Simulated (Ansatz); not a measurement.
Geometry optimisation, DFT PBE-D3(BJ), scalar-relativistic, plane waves, PAW (Ansatz 0.2.0).

The input (input.yaml):

```yaml
crystal:
  lattice:
    - [6.738664, 0.0, 0.0]
    - [0.0, 6.738664, 0.0]
    - [0.0, 0.0, 6.738664]
  atoms:
    - { symbol: O, position: [-0.0136436, 0.7278517, 0.4278717] }
    - { symbol: H, position: [-0.0378387, 0.7770595, 0.5607334] }
    - { symbol: H, position: [0.1280297, 0.7442223, 0.4099915] }
    - { symbol: O, position: [0.9292577, 0.4370852, 0.7023857] }
    - { symbol: H, position: [0.8503078, 0.4216742, 0.8215009] }
    - { symbol: H, position: [1.0407141, 0.5173777, 0.7446895] }
    - { symbol: O, position: [0.5520457, 0.4888443, 0.8548435] }
    - { symbol: H, position: [0.660247, 0.5834567, 0.8547961] }
    - { symbol: H, position: [0.5466096, 0.4421688, 0.7190094] }
    - { symbol: O, position: [0.2812285, 0.7626159, 0.886497] }
    - { symbol: H, position: [0.3848907, 0.8517951, 0.8422223] }
    - { symbol: H, position: [0.2267079, 0.709432, 0.7646036] }
    - { symbol: O, position: [0.4940235, 0.4048675, 0.1947303] }
    - { symbol: H, position: [0.3600854, 0.3948275, 0.1435558] }
    - { symbol: H, position: [0.4758247, 0.4323281, 0.3346365] }
    - { symbol: O, position: [0.7947514, 0.0438479, 0.1198252] }
    - { symbol: H, position: [0.868766, 0.1498931, 0.0570934] }
    - { symbol: H, position: [0.762674, -0.0449853, 0.0114797] }
    - { symbol: O, position: [0.7625355, 0.0864958, 0.4882757] }
    - { symbol: H, position: [0.8037674, 0.0123482, 0.6042977] }
    - { symbol: H, position: [0.750539, 0.2216088, 0.5358108] }
    - { symbol: O, position: [0.4538213, 0.0331055, 0.3170777] }
    - { symbol: H, position: [0.3780557, 0.1532183, 0.2949071] }
    - { symbol: H, position: [0.4006779, -0.0597438, 0.2210891] }
    - { symbol: Mg, position: [0.2791722, 0.2111057, 0.6240823] }
    - { symbol: Cl, position: [0.0543377, 0.4154654, 0.05384] }
    - { symbol: Cl, position: [0.6623791, 0.6431659, 0.5171541] }
basis:
  ecutwfc: 420.0
kpoints:
  mp_grid: { grid: [1, 1, 1] }
hamiltonian:
  xc: pbe
  dispersion: d3bj
scf:
  occupations: { method: fermi_dirac, width: 0.02 }
  lower_state_search: "off"
relax:
  f_tol: 0.3
  max_steps: 15
  adjacent_minimum: "off"
```

Launched with:

```bash
$ ansatz run input.yaml --threads 1 --pin off --max-ram 3072MiB --backend cpu --events-out ev --progress --plain --runs-dir out
```

**Question.** Where does it end, and by what steps?

**Answer.** The run ended unconverged. Limits of this set-up: coarse k mesh. After 14 steps the energy has fallen by 13.882 eV; H8 moved furthest, 1.82 Å. Joined: O4–Mg25, O10–Mg25, O19–Mg25, Mg25–Cl26.

```csv
step,energy less start (eV),largest force component (eV/Å),accepted
0,0.0000,2.710,yes
1,-2.3908,2.019,yes
2,-3.9586,2.527,yes
3,-5.3699,2.075,yes
4,-6.9723,1.796,yes
5,-8.2890,2.750,yes
6,-9.4293,2.760,yes
7,-10.6393,1.824,yes
8,-11.3607,2.058,yes
9,-11.8875,1.837,yes
10,-12.4012,0.905,yes
11,-12.8675,1.155,yes
12,-13.2601,1.123,yes
13,-13.5846,1.357,yes
14,-13.8817,1.236,yes
```

```xyz
27
Lattice="6.7387 0.0000 0.0000 0.0000 6.7387 0.0000 0.0000 0.0000 6.7387" Properties=species:S:1:pos:R:3
O 0.485 4.947 2.525
H -0.283 5.530 2.707
H 1.216 5.604 2.403
O 6.822 2.876 4.105
H 6.459 3.124 4.998
H 7.053 3.731 3.595
O 3.460 2.241 5.331
H 3.566 2.436 6.293
H 3.621 3.121 4.885
O 1.878 6.159 5.637
H 2.746 6.325 6.106
H 2.137 5.470 4.950
O 3.052 2.650 1.530
H 2.156 2.805 1.134
H 3.277 3.436 2.091
O 4.761 -0.297 0.187
H 5.360 0.528 0.157
H 5.439 -1.002 0.284
O 6.065 0.363 4.002
H 5.361 -0.228 4.380
H 5.597 1.183 3.742
O 2.206 0.727 3.066
H 2.591 1.451 2.441
H 2.912 0.029 3.172
Mg 1.148 1.187 4.764
Cl 0.428 1.901 0.206
Cl 3.817 4.871 3.631
```

The run took 38 s on 1 thread of Arm Neoverse V1, with other jobs on the host, peak memory 0.38 GiB.
